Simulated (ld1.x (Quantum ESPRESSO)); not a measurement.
promethium (Pm): ultrasoft pseudisation with PBEsol, fully relativistic reference atom.

Input for ld1.x (Quantum ESPRESSO) 7.5:

```
&input
   title='Pm', zed=61., rel=2, dft='PBESOL', iswitch=3,
   config='[Xe] 4f5 5d1 6s1 6p0', rel_dist='average',
   nld=7, rlderiv=4.20, eminld=-5.0, emaxld=5.0, deld=0.02
 /
 &inputp
   pseudotype=3, tm=.true., lloc=-1, rcloc=3.00,
   nlcc=.true., rcore=0.75,
   which_augfun='PSQ', rmatch_augfun=1.55,
   file_pseudopw='Pm.UPF', file_wfcaegen='ae.wfc', file_wfcncgen='nc.wfc', file_beta='beta', file_chi='chi', file_wfcusgen='us.wfc'
 /
8
5S  1  0   2.00   0.00  2.40  2.85  0.0
6S  2  0   1.00   0.00  2.40  2.85  0.0
5P  2  1   6.00   0.00  2.25  2.55  0.0
6P  3  1   0.00   0.00  2.25  2.55  0.0
5D  3  2   1.00   0.00  3.35  3.85  0.0
5D  3  2   0.00   4.00  3.35  3.85  0.0
4F  4  3   5.00   0.00  1.35  1.60  0.0
4F  4  3   0.00   0.70  1.35  1.60  0.0
 &test
   configts(1)='4f5 5s2 5p6 5d1 6s1 6p0'
 /
```

Command:

```bash
ld1.x < Pm.in > Pm.out
```

The program printed (shortened: banner, matrices, multipoles, cross overlaps and the repeated all-electron block are left out):

```
Program LD1 v.7.5
 classical turning point too close to mesh           4           3          -4
 classical turning point too close to mesh           5           2          -3
 classical turning point too close to mesh           4           3           3
 classical turning point too close to mesh           5           2           2
 state nlj           5           1  0.50000000000000000       not converged
 state nlj           5           1   1.5000000000000000       not converged
 state nlj           4           3   2.5000000000000000       not converged
 state nlj           4           3   3.5000000000000000       not converged
 state nlj           5           2   1.5000000000000000       not converged
 state nlj           5           2   2.5000000000000000       not converged
 state nlj           6           0  0.50000000000000000       not converged
 state nlj           6           1  0.50000000000000000       not converged
 state nlj           6           1   1.5000000000000000       not converged
 state nlj           4           3   2.5000000000000000       not converged
 state nlj           4           3   3.5000000000000000       not converged
 state nlj           5           2   1.5000000000000000       not converged
 state nlj           5           2   2.5000000000000000       not converged
 state nlj           6           0  0.50000000000000000       not converged
 state nlj           6           1  0.50000000000000000       not converged
 state nlj           6           1   1.5000000000000000       not converged
 state nlj           4           3   2.5000000000000000       not converged
 state nlj           4           3   3.5000000000000000       not converged
 state nlj           5           2   1.5000000000000000       not converged
 state nlj           5           2   2.5000000000000000       not converged
 state nlj           6           0  0.50000000000000000       not converged
 state nlj           6           1  0.50000000000000000       not converged
 state nlj           6           1   1.5000000000000000       not converged
 classical turning point too close to mesh           4           3           3
 classical turning point too close to mesh           4           3          -4
 classical turning point too close to mesh           5           2          -3
 state nlj           4           3   3.5000000000000000       not converged
     --------------------------- All-electron run ----------------------------

     Pm
     dirac relativistic calculation

     atomic number is 61.00
     dft =PBESOL   lsd =0 sic =0 latt =0  beta=0.20 tr2=1.0E-14
     Exchange-correlation= PBESOL
                           (   1   4  10   8   0   0   0)
     mesh =1259 r(mesh) = 100.89962 a.u. xmin = -7.00 dx = 0.01250
     1 Ry =  13.60569312 eV, c = 137.03599908

     n l j   nl                  e(Ry)          e(Ha)          e(eV)
     Spin orbit split results
     1 0 0.5 1S 1( 2.00)     -3304.5475     -1652.2738    -44960.6596
     2 0 0.5 2S 1( 2.00)      -536.9873      -268.4936     -7306.0841
     2 1 0.5 2P 1( 2.00)      -508.5422      -254.2711     -6919.0696
     2 1 1.5 2P 1( 4.00)      -467.3919      -233.6959     -6359.1902
     3 0 0.5 3S 1( 2.00)      -117.0268       -58.5134     -1592.2310
     3 1 0.5 3P 1( 2.00)      -104.8327       -52.4164     -1426.3217
     3 1 1.5 3P 1( 4.00)       -96.5597       -48.2799     -1313.7619
     4 0 0.5 4S 1( 2.00)       -23.1925       -11.5963      -315.5504
     4 1 0.5 4P 1( 2.00)       -18.5549        -9.2775      -252.4528
     4 1 1.5 4P 1( 4.00)       -16.7446        -8.3723      -227.8220
     3 2 1.5 3D 1( 4.00)       -75.3585       -37.6793     -1025.3050
     3 2 2.5 3D 1( 6.00)       -73.5651       -36.7825     -1000.9038
     5 0 0.5 5S 1( 2.00)        -2.9905        -1.4952       -40.6875
     5 1 0.5 5P 1( 2.00)        -1.7555        -0.8777       -23.8841
     5 1 1.5 5P 1( 4.00)        -1.5161        -0.7581       -20.6282
     4 2 1.5 4D 1( 4.00)        -9.1174        -4.5587      -124.0479
     4 2 2.5 4D 1( 6.00)        -8.7956        -4.3978      -119.6696
     4 3 2.5 4F 1( 2.14)        -0.1029        -0.0515        -1.4007
     4 3 3.5 4F 1( 2.86)        -0.0686        -0.0343        -0.9334
     5 2 1.5 5D 1( 0.40)        -0.0958        -0.0479        -1.3033
     5 2 2.5 5D 1( 0.60)        -0.0850        -0.0425        -1.1560
     6 0 0.5 6S 1( 1.00)        -0.2329        -0.1165        -3.1689
     6 1 0.5 6P 1( 0.00)        -0.0834        -0.0417        -1.1342
     6 1 1.5 6P 1( 0.00)        -0.0723        -0.0362        -0.9837
     Averaged results
     1 0     1S 1( 2.00)     -3304.5475     -1652.2738    -44960.6596
     2 0     2S 1( 2.00)      -536.9873      -268.4936     -7306.0841
     2 1     2P 1( 6.00)      -481.1087      -240.5543     -6545.8167
     3 0     3S 1( 2.00)      -117.0268       -58.5134     -1592.2310
     3 1     3P 1( 6.00)       -99.3174       -49.6587     -1351.2818
     4 0     4S 1( 2.00)       -23.1925       -11.5963      -315.5504
     4 1     4P 1( 6.00)       -17.3481        -8.6740      -236.0323
     3 2     3D 1(10.00)       -74.2825       -37.1412     -1010.6643
     5 0     5S 1( 2.00)        -2.9905        -1.4952       -40.6875
     5 1     5P 1( 6.00)        -1.5959        -0.7980       -21.7135
     4 2     4D 1(10.00)        -8.9243        -4.4621      -121.4209
     4 3     4F 1( 5.00)        -0.0833        -0.0417        -1.1337
     5 2     5D 1( 1.00)        -0.0893        -0.0446        -1.2149
     6 0     6S 1( 1.00)        -0.2329        -0.1165        -3.1689
     6 1     6P 1( 0.00)        -0.0760        -0.0380        -1.0339

     final scf error:  1.0E-14 reached in  46 iterations

     Etot =  -20046.916690 Ry,  -10023.458345 Ha, -272752.196551 eV

     Ekin =   21677.899161 Ry,   10838.949580 Ha,  294942.843530 eV
     Encl =  -49063.882385 Ry,  -24531.941192 Ha, -667548.127151 eV
     Eh   =    7791.217244 Ry,    3895.608622 Ha,  106004.910873 eV
     Exc  =    -452.150710 Ry,    -226.075355 Ha,   -6151.823804 eV

     normalization and overlap integrals

     s(1S/1S) =  1.000000  <r> =   0.0232  <r2> =    0.0007  r(max) =   0.0148
     s(2S/2S) =  1.000000  <r> =   0.0985  <r2> =    0.0115  r(max) =   0.0843
     s(2P/2P) =  1.000000  <r> =   0.0825  <r2> =    0.0084  r(max) =   0.0640
     s(2P/2P) =  1.000000  <r> =   0.0890  <r2> =    0.0096  r(max) =   0.0690
     s(3S/3S) =  1.000000  <r> =   0.2603  <r2> =    0.0775  r(max) =   0.2379
     s(3P/3P) =  1.000000  <r> =   0.2499  <r2> =    0.0726  r(max) =   0.2263
     s(3P/3P) =  1.000000  <r> =   0.2625  <r2> =    0.0799  r(max) =   0.2379
     s(4S/4S) =  1.000000  <r> =   0.5929  <r2> =    0.3970  r(max) =   0.5497
     s(4P/4P) =  1.000000  <r> =   0.6081  <r2> =    0.4210  r(max) =   0.5566
     s(4P/4P) =  1.000000  <r> =   0.6368  <r2> =    0.4613  r(max) =   0.5852
     s(3D/3D) =  1.000000  <r> =   0.2339  <r2> =    0.0645  r(max) =   0.1900
     s(3D/3D) =  1.000000  <r> =   0.2379  <r2> =    0.0666  r(max) =   0.1924
     s(5S/5S) =  1.000000  <r> =   1.4431  <r2> =    2.3459  r(max) =   1.2861
     s(5P/5P) =  1.000000  <r> =   1.6359  <r2> =    3.0472  r(max) =   1.4214
     s(5P/5P) =  1.000000  <r> =   1.7339  <r2> =    3.4278  r(max) =   1.4943
     s(4D/4D) =  1.000000  <r> =   0.6824  <r2> =    0.5408  r(max) =   0.6000
     s(4D/4D) =  1.000000  <r> =   0.6927  <r2> =    0.5571  r(max) =   0.6075
     s(4F/4F) =  1.000000  <r> =   1.0719  <r2> =    1.6741  r(max) =   0.6307
     s(4F/4F) =  1.000000  <r> =   1.1018  <r2> =    1.8144  r(max) =   0.6387
     s(5D/5D) =  1.000000  <r> =   3.5720  <r2> =   16.3892  r(max) =   2.2292
     s(5D/5D) =  1.000000  <r> =   3.7368  <r2> =   17.9965  r(max) =   2.3143
     s(6S/6S) =  1.000000  <r> =   4.5187  <r2> =   23.2830  r(max) =   3.8157
     s(6P/6P) =  1.000000  <r> =   6.2280  <r2> =   44.9175  r(max) =   5.0867
     s(6P/6P) =  1.000000  <r> =   6.6046  <r2> =   50.5191  r(max) =   5.3475

     ------------------------ End of All-electron run ------------------------

     --------------------- Generating US pseudopotential ---------------------

      Generating local potential from pseudized AE potential:
      Matching radius rcloc =   3.0000

      Local pseudo, rcloc= 2.972 Estimated cut-off energy=     2.82 Ry

      Computing core charge for nlcc:

       r > 0.75 : true rho core
       r < 0.75 : rho core = a sin(br)/r    a=  58.13  b=   3.35

      Integrated core pseudo-charge :  19.22

     Fully relativistic calculation: |psi|^2

     Wfc 5S LC norm =  0.99976972 SC norm =  0.00023028 missing  0.00000000

     Wfc 6S LC norm =  0.99997797 SC norm =  0.00002092 missing  0.00000111

     Wfc 5P LC norm =  0.99982092 SC norm =  0.00017908 missing  0.00000001

     Wfc 5P LC norm =  0.99983988 SC norm =  0.00016010 missing  0.00000002

     Wfc 6P LC norm =  0.99998921 SC norm =  0.00001066 missing  0.00000013

     Wfc 6P LC norm =  0.99999033 SC norm =  0.00000805 missing  0.00000163

     Wfc 5D LC norm =  0.99995694 SC norm =  0.00004303 missing  0.00000003

     Wfc 5D LC norm =  0.99996046 SC norm =  0.00003775 missing  0.00000178

     Wfc 4F LC norm =  0.99959805 SC norm =  0.00040195 missing  0.00000000

     Wfc 4F LC norm =  0.99960779 SC norm =  0.00039212 missing  0.00000009
      Wfc-us  5S rcutus= 2.827  Estimated cut-off energy=     7.24 Ry
      Wfc-us  6S rcutus= 2.827  Estimated cut-off energy=    14.74 Ry
      Wfc-us  5P rcutus= 2.558  Estimated cut-off energy=    13.02 Ry
      Wfc-us  5P rcutus= 2.558  Estimated cut-off energy=    12.87 Ry
      Wfc-us  6P rcutus= 2.558  Estimated cut-off energy=    23.93 Ry
      Wfc-us  6P rcutus= 2.558  Estimated cut-off energy=    23.12 Ry
      Wfc-us  5D rcutus= 3.816  Estimated cut-off energy=     7.85 Ry
      Wfc-us  5D rcutus= 3.816  Estimated cut-off energy=     7.83 Ry
      Wfc-us  5D rcutus= 3.816  Estimated cut-off energy=    13.39 Ry
      Wfc-us  5D rcutus= 3.816  Estimated cut-off energy=    13.26 Ry
      Wfc-us  4F rcutus= 1.591  Estimated cut-off energy=    62.66 Ry
      Wfc-us  4F rcutus= 1.591  Estimated cut-off energy=    62.59 Ry
      Wfc-us  4F rcutus= 1.591  Estimated cut-off energy=    84.76 Ry
      Wfc-us  4F rcutus= 1.591  Estimated cut-off energy=    81.95 Ry

     Q pseudized with Bessel functions
     Expected ecutrho=     297.0599 due to l1=  3   l2=  3

     ------------------- End of pseudopotential generation -------------------

 classical turning point too close to mesh           4           3          -4
 classical turning point too close to mesh           5           2          -3
 classical turning point too close to mesh           4           3           3
 classical turning point too close to mesh           5           2           2
 state nlj           5           1  0.50000000000000000       not converged
 state nlj           5           1   1.5000000000000000       not converged
 state nlj           4           3   2.5000000000000000       not converged
 state nlj           4           3   3.5000000000000000       not converged
 state nlj           5           2   1.5000000000000000       not converged
 state nlj           5           2   2.5000000000000000       not converged
 state nlj           6           0  0.50000000000000000       not converged
 state nlj           6           1  0.50000000000000000       not converged
 state nlj           6           1   1.5000000000000000       not converged
 state nlj           4           3   2.5000000000000000       not converged
 state nlj           4           3   3.5000000000000000       not converged
 state nlj           5           2   1.5000000000000000       not converged
 state nlj           5           2   2.5000000000000000       not converged
 state nlj           6           0  0.50000000000000000       not converged
 state nlj           6           1  0.50000000000000000       not converged
 state nlj           6           1   1.5000000000000000       not converged
 state nlj           4           3   2.5000000000000000       not converged
 state nlj           4           3   3.5000000000000000       not converged
 state nlj           5           2   1.5000000000000000       not converged
 state nlj           5           2   2.5000000000000000       not converged
 state nlj           6           0  0.50000000000000000       not converged
 state nlj           6           1  0.50000000000000000       not converged
 state nlj           6           1   1.5000000000000000       not converged
 classical turning point too close to mesh           4           3           3
 classical turning point too close to mesh           4           3          -4
 classical turning point too close to mesh           5           2          -3
 state nlj           4           3   3.5000000000000000       not converged
     Computing logarithmic derivative in   4.19082
     Computing logarithmic derivative in   4.19082
     Computing the partial wave expansion
     R is outside the sphere for l=    0 j= 0.50
     R is outside the sphere for l=    0 j= 0.50
     R is outside the sphere for l=    1 j= 0.50
     R is outside the sphere for l=    1 j= 0.50
     R is outside the sphere for l=    1 j= 1.50
     R is outside the sphere for l=    1 j= 1.50
     R is outside the sphere for l=    2 j= 1.50
     R is outside the sphere for l=    2 j= 1.50
     R is outside the sphere for l=    2 j= 2.50
     R is outside the sphere for l=    2 j= 2.50
     R is outside the sphere for l=    3 j= 2.50
     R is outside the sphere for l=    3 j= 2.50
     R is outside the sphere for l=    3 j= 3.50
     R is outside the sphere for l=    3 j= 3.50

     ---------------------- Testing the pseudopotential ----------------------

     Pm
     dirac relativistic calculation

     atomic number is 61.00   valence charge is 15.00
     dft =PBESOL   lsd =0 sic =0 latt =0  beta=0.20 tr2=1.0E-14
     mesh =1259 r(mesh) = 100.89962 xmin = -7.00 dx = 0.01250

     n l  j  nl             e AE (Ry)       e PS (Ry)    De AE-PS (Ry)
     4 3 2.5 4F   1( 2.14)       -0.10295       -0.10295        0.00000
     4 3 3.5 4F   1( 2.86)       -0.06860       -0.06860        0.00000
     1 0 0.5 5S   1( 2.00)       -2.99048       -2.99048       -0.00000
     2 1 0.5 5P   1( 2.00)       -1.75545       -1.75545       -0.00000
     2 1 1.5 5P   1( 4.00)       -1.51614       -1.51614       -0.00000
     3 2 1.5 5D   1( 0.40)       -0.09579       -0.09579       -0.00000
     3 2 2.5 5D   1( 0.60)       -0.08497       -0.08497        0.00000
     2 0 0.5 6S   1( 1.00)       -0.23291       -0.23291        0.00000
     3 1 0.5 6P   1( 0.00)       -0.08336       -0.08336       -0.00000
     3 1 1.5 6P   1( 0.00)       -0.07230       -0.07230       -0.00000

     eps = 7.4E-17  iter =  6

     Etot =  -20046.916690 Ry,  -10023.458345 Ha, -272752.196551 eV
     Etotps =  -189.724333 Ry,     -94.862166 Ha,   -2581.331050 eV

     Ekin =      37.185140 Ry,      18.592570 Ha,     505.929609 eV
     Encl =    -263.781658 Ry,    -131.890829 Ha,   -3588.932293 eV
     Ehrt =     123.011003 Ry,      61.505501 Ha,    1673.649953 eV
     Ecxc =     -76.948187 Ry,     -38.474094 Ha,   -1046.933423 eV
     (Ecc =     -53.529251 Ry,     -26.764625 Ha,    -728.302560 eV)
     Epseu=      -9.190630 Ry,      -4.595315 Ha,    -125.044896 eV

     ---------------------- End of pseudopotential test ----------------------
```

The ghost test of this file was not conclusive. Its overlap operator is not positive definite in a basis up to 400 Ry (lowest eigenvalue s -0.33), so the file is unfit for use: the generalised eigenproblem breaks down once the basis is large enough, and its test numbers describe a broken file.

Generation and configuration tests took about 2.9 s on one core of a shared server CPU.
